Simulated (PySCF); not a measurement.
**How the method changes the constants of InS**

State: ²Σ⁺ (doublet), unpaired electrons σ ↑. Set-up: PySCF, spin-free X2C with a Gaussian nucleus, basis sets In x2c-SVPall, S x2c-SVPall. De refers to In + S in their high-spin ground configurations, without counterpoise correction. The functionals are run spin-unrestricted. A positive dipole means In(−)S(+). Levels whose curve was spin-contaminated or gave no clean fit are not listed.

```json
{"Level": "UHF", "Re (Å)": "2.349", "ωe (cm⁻¹)": "313", "De (eV)": "1.51", "μ (D)": "-4.45"}
{"Level": "UHF-CCSD", "Re (Å)": "2.300", "ωe (cm⁻¹)": "375", "De (eV)": "2.52", "μ (D)": "n/a"}
{"Level": "UHF-CCSD(T)", "Re (Å)": "2.294", "ωe (cm⁻¹)": "383", "De (eV)": "2.71", "μ (D)": "n/a"}
{"Level": "LDA", "Re (Å)": "2.255", "ωe (cm⁻¹)": "408", "De (eV)": "4.14", "μ (D)": "-3.18"}
{"Level": "PBE", "Re (Å)": "2.296", "ωe (cm⁻¹)": "379", "De (eV)": "3.48", "μ (D)": "-3.49"}
{"Level": "BLYP", "Re (Å)": "2.330", "ωe (cm⁻¹)": "354", "De (eV)": "3.24", "μ (D)": "-3.29"}
{"Level": "r²SCAN", "Re (Å)": "2.275", "ωe (cm⁻¹)": "392", "De (eV)": "3.37", "μ (D)": "-3.80"}
{"Level": "PBE0", "Re (Å)": "2.281", "ωe (cm⁻¹)": "384", "De (eV)": "3.21", "μ (D)": "-3.90"}
{"Level": "BHandHLYP", "Re (Å)": "2.304", "ωe (cm⁻¹)": "359", "De (eV)": "2.78", "μ (D)": "-3.98"}
```

The bond length runs from 2.255 Å (LDA) to 2.349 Å (UHF). De spans 1.51 eV (UHF, mean field) to 4.14 eV (LDA, local density). Correlation at CCSD(T) changes the Hartree–Fock bond energy by +1.20 eV; the triples alone change it by +0.19 eV.

Correlated steps freeze 23 core orbitals. Correlated levels converge slowly with the basis: in double zeta they bind strong bonds too weakly, by up to about 1 eV, and carry superposition errors of some tenths. These are scalar-relativistic numbers at best; spin–orbit coupling would shift them, the dissociation energy most. The state is the lowest determinant that a PBE0 search found; another state may lie lower at other levels.

The whole job (state search and all levels along the bond) took about 2.8 min on 1 thread of Intel Xeon Platinum 8488C (shared host), peak memory 0.57 GiB.
